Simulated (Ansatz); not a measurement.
`C[O][W]([NH2])(=[O])=[S]` → `[CH2]` (triplet) + `[NH2][W](=[O])([OH])=[S]`  (formal loss of a carbene)

Gas-phase electronic energies from Ansatz, PBE0-D4/def2-TZVP geometries. CCSD(T)/CBS is the MP2 limit (def2-TZVPP, def2-QZVPP) plus CCSD(T) − MP2 in def2-TZVPP, frozen cores. This one scheme is used for every species. Functionals use def2-TZVPP. B3LYP here is the variant with VWN-RPA as its local correlation; programs differ in this. Triplets are unrestricted, without spin–orbit coupling. Elements past krypton have def2 core potentials. For W outer-core shells are correlated without core-valence functions, which leaves a few kJ/mol of doubt a bond. Each species was taken in one conformer, which may not be the lowest.

(1) Is it downhill or uphill in electronic energy at CCSD(T)/CBS, and by how much? (Estimate.)

(2) What do these levels give: B3LYP-D4, ωB97X-V, B3LYP, MP2/def2-SVP, CCSD(T)/def2-SVP, CCSD(T)/def2-TZVPP? (An estimate is asked.)

(3) What do rigid-rotor, harmonic-oscillator terms from PBE0-D4/def2-TZVP frequencies (298.15 K, 1 bar) make of the CCSD(T)/CBS value? (Estimate.)

Largest T1 diagnostic among the species: 0.022, so the coupled-cluster value is less sure than usual.

Answers

(1) The calculation gave: Uphill: ΔE = +93.9 kcal/mol.

(2) Ansatz gave: B3LYP-D4 93.7, ωB97X-V 97.2, B3LYP 91.2, MP2/def2-SVP 94.2, CCSD(T)/def2-SVP 92.9, CCSD(T)/def2-TZVPP 92.0 kcal/mol.

(3) Computed: ΔZPE = -7.2 kcal/mol, ΔH = +88.0 kcal/mol, ΔS = 150 J/(mol·K), ΔG = +77.3 kcal/mol. Open shells count their whole term as degenerate. Modes under 50 cm⁻¹ make the entropy rough.

In def2-TZVPP, CCSD(T) changes the Hartree–Fock value by +31.1 kcal/mol (the triples alone add +2.9 kcal/mol) and MP2 by +33.6 kcal/mol. From BLYP to BHLYP (50 % exact exchange), in def2-TZVPP and without D4, ΔE moves by −1.9 kcal/mol.
